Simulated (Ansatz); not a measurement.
Reaction (ligand exchange at a B–Se bond): `C[Se]B(O)O` + `OB(O)O` → `OB(O)OB(O)O` + `C[SeH]`

Calculated with Ansatz (gas phase, PBE0-D4/def2-TZVP geometries, no zero-point term in ΔE). CCSD(T)/CBS adds triple-zeta CCSD(T) − MP2 to the extrapolated MP2 energy (def2 sets, frozen cores). This one scheme is used for every species. DFT in def2-TZVPP. B3LYP here is the variant with VWN-RPA as its local correlation; programs differ in this. For Se outer-core shells are correlated without core-valence functions, which leaves a few kJ/mol of doubt a bond. Scalar relativity is left out up to krypton. One conformer a species, not always the lowest.

`C[Se]B(O)O`:

```xyz
10

C     1.561   -0.618   -0.771
Se   -0.048   -1.402    0.004
B    -0.979    0.255    0.481
O    -0.389    1.448    0.210
O    -2.205    0.238    1.080
H     2.075   -0.022   -0.022
H     1.294   -0.003   -1.625
H     2.191   -1.447   -1.088
H    -0.939    2.187    0.489
H    -2.562   -0.636    1.242
```

`OB(O)O`:

Z-matrix (Å, degrees):
```
B
O 1 1.366
O 1 1.366 2 120.0
O 1 1.366 2 120.0 3 180.0
H 2 0.960 1 112.2 3 -0.0
H 3 0.960 1 112.2 2 180.0
H 4 0.960 1 112.2 2 0.0
```

`OB(O)OB(O)O`:

Cartesian coordinates in Å:
```
O 1.933 -0.633 0.172
B 0.702 -1.193 0.208
O 0.611 -2.535 0.406
O -0.480 -0.471 0.052
B -0.632 0.869 -0.156
O 0.470 1.680 -0.233
O -1.869 1.423 -0.290
H 1.891 0.319 0.027
H -0.300 -2.834 0.415
H 0.246 2.602 -0.381
H -2.572 0.773 -0.220
```

`C[SeH]`:

Z-matrix (Å, degrees):
```
C
Se 1 1.949
H 1 1.088 2 110.6
H 1 1.087 2 110.6 3 -123.3
H 1 1.089 2 106.0 3 118.4
H 2 1.468 1 95.4 3 61.7
```

Is it downhill or uphill in electronic energy at CCSD(T)/CBS, and by how much? (An estimate is asked.)

Computed: Downhill: ΔE = -57.1 kJ/mol.

What do these levels give: PBE-D4, r2SCAN-D4, ωB97X-V, ωB97M-V, PBE, PBE0, B3LYP, HF/def2-TZVPP, MP2/def2-TZVPP, CCSD(T)/def2-TZVPP, HF/def2-QZVPP, SCS-MP2/def2-QZVPP? (Estimate.)

The calculation gave: PBE-D4 -50.2, r2SCAN-D4 -58.2, ωB97X-V -60.2, ωB97M-V -62.0, PBE -51.1, PBE0 -55.7, B3LYP -64.8, HF/def2-TZVPP -77.5, MP2/def2-TZVPP -52.1, CCSD(T)/def2-TZVPP -59.4, HF/def2-QZVPP -79.0, SCS-MP2/def2-QZVPP -56.6 kJ/mol.

Largest T1 diagnostic among the species: 0.012.

From PBE to PBE0 (25 % exact exchange), in def2-TZVPP and without D4, ΔE moves by −4.6 kJ/mol. In def2-TZVPP, CCSD(T) changes the Hartree–Fock value by +18.1 kJ/mol (the triples alone add +3.1 kJ/mol) and MP2 by +25.5 kJ/mol.
